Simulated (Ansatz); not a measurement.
Stepwise reaction of `[OH][GeH]([OH])[O][SiH3]` with hydrogen, as a gas-phase model of exchange steps in deposition or etching. ΔE in kJ/mol.

Isolated molecules relaxed with PBE0-D4/def2-TZVP in Ansatz; ΔE leaves out vibrations. CCSD(T)/CBS adds triple-zeta CCSD(T) − MP2 to the extrapolated MP2 energy (def2 sets, frozen cores). This one scheme is used for every species. DFT in def2-TZVPP. B3LYP here is the variant with VWN-RPA as its local correlation; programs differ in this. For Ge outer-core shells are correlated without core-valence functions, which leaves a few kJ/mol of doubt a bond. Scalar relativity is left out up to krypton. Each species was taken in one conformer, which may not be the lowest.

| step | reaction | PBE-D4 | B3LYP-D4 | ωB97M-V | CCSD(T)/CBS |
| --- | --- | --- | --- | --- | --- |
| 1 | `[OH][GeH]([OH])[O][SiH3]` + H₂ → `[OH][GeH2][O][SiH3]` + H₂O | 28.2 | 30.8 | 31.6 | 30.0 |

**Question.** Give the row of step 2, `[OH][GeH2][O][SiH3]` + H₂ → `[SiH3][O][GeH3]` + H₂O. (Best estimate.)

**Answer.** Ansatz gave: 
```tsv
step	reaction	PBE-D4	B3LYP-D4	ωB97M-V	CCSD(T)/CBS
2	`[OH][GeH2][O][SiH3]` + H₂ → `[SiH3][O][GeH3]` + H₂O	22.7	24.7	24.4	22.8
```

**Question.** By hand: ΔE of the 2 steps together at CCSD(T)/CBS.

**Answer.** (30.0) + (22.8) = 52.8 kJ/mol, or 26.4 kJ/mol a step.

In ΔE each step is lower than the one before. All are uphill at CCSD(T)/CBS. PBE-D4 differs from CCSD(T)/CBS by -1.8 to -0.1 kJ/mol a step. Isolated molecules leave out the surface, adducts and barriers. Largest T1 diagnostic: 0.012.
